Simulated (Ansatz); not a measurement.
Species: bromo(dichloro)borane, sum formula BBrCl2 (charge 0, singlet). 
Structure (B3LYP-D3(BJ)/def2-TZVP (Ansatz, a program for electronic structure) minimum search):
```xyz
4

B     -0.5043     0.0325     0.0028
Cl    -1.4687    -1.4185     0.0298
Cl    -1.2747     1.5953    -0.0144
Br     1.4046    -0.0905    -0.0079
```
Charge 0, spin multiplicity 1.

Basis-set convergence of Hartree-Fock and MP2 correlation energies (hartree) with Ansatz. Valence correlation only, unless marked. No spin-orbit coupling. The frozen core is the preceding noble-gas configuration, with the filled d and f shells of earlier blocks. No relativistic terms.

```csv
basis,functions,E(HF),"E(corr, MP2)"
def2-SVPD,115,-3515.60992,-0.49822
def2-TZVPPD,196,-3516.25047,-0.63709
def2-QZVPPD,319,-3516.32485,-0.69709
```

Extrapolating the two largest sets (X = 3 and 4) as X^-3: E(corr) = (64·(-0.69709) - 27·(-0.63709))/37 = -0.7409 Eh, an estimate of the basis-set limit. The largest set recovers 94.1 % of it, the smallest 67.2 %.
